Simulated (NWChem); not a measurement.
System: C2H5BO2; SMILES O(C(C)=O)B

Input file for NWChem:

```
start job
memory heap 200 mb stack 900 mb global 1100 mb
geometry units angstroms noautoz
  B     -0.065928    -1.997817    -0.146681
  H      0.962618    -2.097368    -0.766474
  H     -0.747650    -2.936098     0.183756
  O     -0.556138    -0.768911     0.189065
  C      0.146233     0.400475     0.001344
  C     -0.782304     1.568759    -0.098123
  O      1.337423     0.434308    -0.035478
  H     -0.208962     2.492124    -0.233398
  H     -1.393662     1.629422     0.814437
  H     -1.476821     1.422478    -0.938779
end
basis spherical
  * library def2-tzvp
end
dft
  xc pw6b95
  iterations 150
  semidirect filesize 400000000
  mulliken
end
task dft energy
```

Coordinates come from a PBE0/def2-SVP optimisation.

Question: Predict the main results of this run. (PW6B95/def2-TZVP.) Quantities: energy (Ha); highest occupied level (eV); orbital gap (eV); dipole (D).

Answer: 
```json
{
 "energy (Ha)": "-254.96",
 "highest occupied level (eV)": "-8.57",
 "orbital gap (eV)": "7.31",
 "dipole (D)": "2.31"
}
```
